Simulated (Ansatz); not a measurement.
FNa, singlet, at a GFN2-xTB geometry (such geometries of metal compounds can be far from the true shape). Base run: PBE0/cc-pVDZ (Ansatz, an electronic-structure program).

Geometry (Å):
```xyz
2

Na     0.0000     0.0000    -0.7869
F      0.0000     0.0000     0.9618
```
All else is at Ansatz's defaults.

The base run was repeated with changes; each row names its change, and settings that it needs were set with it.

| change | E (Eh) |
|---|---|
| base | -261.96628 |
| functional = pbe; dispersion = d4 | -261.95177 |
| functional = wB97X-V | -262.09413 |
| functional = pbe | -261.95142 |
| functional = revpbe | -262.08704 |
| functional = BHLYP | -262.12035 |
| functional = blyp | -262.15740 |
| functional = SVWN5 | -260.68152 |
| functional = cam_b3lyp | -262.13373 |
| functional = lc_wpbe | -262.04333 |
| functional = hf | -261.32045 |
| functional = wB97M-V | -262.12571 |
| functional = wB97X | -262.13535 |

Total energies compare only within one method and basis.
